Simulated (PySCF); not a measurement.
Species: C4H7BF2.
SMILES: `C=C(C)CB(F)F`

A PySCF run (density fitting, gas phase, GFN2-xTB geometry) gave HOMO -8.43 eV, LUMO -2.21 eV, dipole 1.73 D and E = -389.381 Eh.

Task: Which of these levels was it?
A. CAM-B3LYP/def2-SVPD
B. PBE0/pcSseg-1
C. WP04/pcSseg-1
D. PW91/cc-pVDZ
E. PBE/cc-pVDZ

Result: C. It is WP04/pcSseg-1. All candidates on this geometry:

| level and settings | kind | basis functions | SCF cycles | E (Eh) | HOMO (eV) | LUMO (eV) | dipole (D) |
| --- | --- | --- | --- | --- | --- | --- | --- |
| PW91/cc-pVDZ, start guess sap, energy threshold 1e-06 Eh | GGA | 133 | 16 | -381.1491 | -6.01 | -0.95 | 1.38 |
| PBE/cc-pVDZ | GGA | 133 | 14 | -380.8457 | -5.96 | -0.89 | 1.37 |
| WP04/pcSseg-1 | global hybrid fitted to proton shifts | 154 | 14 | -389.3815 | -8.43 | -2.21 | 1.73 |
| PBE0/pcSseg-1 | global hybrid | 154 | 13 | -380.8352 | -7.32 | -0.12 | 1.61 |
| CAM-B3LYP/def2-SVPD | range-separated hybrid | 202 | 12 | -380.8706 | -8.68 | 0.86 | 1.71 |

The nearest other candidate, by the summed differences of HOMO and LUMO, is PBE0/pcSseg-1: its HOMO differs by +1.11 eV and its LUMO by +2.09 eV. Cycle counts include a coarse-grid stage where the run had one. WP04 was designed for NMR shieldings or shifts; total energies of different functionals aren't comparable.

Shape of the structure used: `[CH2:1]=[C:2]([CH3:3])[CH2:4][B:5]([F:6])[F:7]`: C1–C2–C4–B5 -99°, C2–C4–B5–F6 -67°.
